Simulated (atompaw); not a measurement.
## Plane-wave convergence, PAW (atompaw) potential for tellurium (Te)

| Quantity | Value |
| --- | --- |
| Element | Te |
| Generator | atompaw 4.2.0.5 |
| Type | PAW |
| Functional | LDA (PW92) |
| Relativity | scalar-relativistic |
| Frozen core | [Kr] 4d10 |
| Valence charge | 6 |
| Reference configuration | 5s2 5p3 (charge +1) |
| Partial waves | 5s (bound): rc 1.90 bohr; 5s channel at 0.7 Ry: rc 1.90 bohr; 5p (bound): rc 1.95 bohr; 5p channel at 0.35 Ry: rc 1.95 bohr |
| Local potential | bessel scheme, radius 1.25 bohr |
| Core correction | smooth core density matched at 1.30 bohr |
| Augmentation charge | sinc compensation charge, radius 1.65 bohr; PAW radius 1.95 bohr; waves and projectors: custom polynom vanderbiltortho |

The pseudo-atom Hamiltonian at the reference potential is diagonalised in spherical Bessel functions j_l(qr) that vanish at 20 bohr, with q² up to the cutoff. All-electron valence levels (Ry): 5s -1.7443, 5p -1.0210.

Task: How do the lowest levels (Ry) of each channel move with the cutoff, and are there ghosts?

Result:

| cutoff (Ry) | s #1 | s #2 | s #3 | p #1 | p #2 | p #3 | d #1 | d #2 | f #1 | Σ f·Δε (mRy) |
| --- | --- | --- | --- | --- | --- | --- | --- | --- | --- | --- |
| 8 | -1.7594 | -0.3672 | -0.1220 | -1.0178 | -0.2222 | -0.0740 | -0.6312 | -0.1292 | -0.0558 | 39.8 |
| 12 | -1.7794 | -0.6922 | -0.3461 | -1.0198 | -0.2223 | -0.0741 | -0.8182 | -0.1455 | -0.0558 | 73.4 |
| 18 | -14.9548 | -1.7436 | -0.3636 | -1.0207 | -0.2224 | -0.0741 | -0.9900 | -0.1588 | -0.0559 | 2.1 |
| 21 | -17.9510 | -1.7437 | -0.3636 | -1.9077 | -1.0206 | -0.2224 | -1.0308 | -0.1618 | -0.0559 | 2.4 |
| 30 | -20.0694 | -1.7442 | -0.3638 | -4.7673 | -1.0208 | -0.2224 | -1.0787 | -0.1655 | -0.0559 | 0.8 |
| 40 | -20.1732 | -1.7443 | -0.3638 | -5.1232 | -1.0209 | -0.2224 | -1.0891 | -0.1663 | -0.0559 | 0.1 |
| 400 | -20.1965 | -1.7444 | -0.3638 | -5.1449 | -1.0210 | -0.2224 | -1.0896 | -0.1664 | -0.0559 | 0.0 |

Result: ghost states, extra bound levels that the all-electron valence spectrum of the same l lacks: s at -274.8 eV, p at -70.0 eV, d at -14.8 eV (a true bound ghost makes a file unfit for plane-wave use); 10 mRy is reached at 15 Ry and 1 mRy at 30 Ry.
